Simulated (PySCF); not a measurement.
# Dipole response of Au(3+) (gold, charge +3)

[Xe] 4f14 5d8, high-spin 3F determinant. Calculation: PySCF 2.14, in def2-QZVPPD with the def2 core potential (60 electrons) (7s5p4d4f2g, 88 functions); a scalar-relativistic core potential. Coupled (time-dependent) response in atomic units; α is the mean over directions.

```json
{"method": "UHF", "mean α (bohr³)": "5.560", "C₆ (like pair)": "31.65", "S(−4)": "4.487"}
{"method": "PBE", "mean α (bohr³)": "6.047", "C₆ (like pair)": "34.89", "S(−4)": "5.882"}
{"method": "PBE0", "mean α (bohr³)": "5.884", "C₆ (like pair)": "33.83", "S(−4)": "5.366"}
```

S(−4) is the Cauchy moment in α(ω) = α(0) + S(−4) ω² + …

Spin-orbit coupling is absent.

α(iu) at PBE:

```
u (hartree)  α(iu) (bohr³)
          0          6.047
     0.0500          6.032
      0.100          5.989
      0.200          5.827
      0.300          5.586
      0.500          4.992
      0.750          4.240
       1.00          3.585
       1.50          2.597
       2.00          1.932
       3.00          1.158
       5.00         0.5275
```

A single London oscillator, α(iu) = α/(1 + u²/ω²), gives C₆ = (3/4) ω α². Matching the computed C₆ needs ω = 4 × 34.89 / (3 × 6.047²) = 1.27 hartree.

For an ion, C₆ is the dispersion term alone; charge-induced terms of lower order in 1/R come first.

Energies and moments cover only the electrons outside the core potential. Spin-orbit coupling, absent here, splits the open shell strongly.
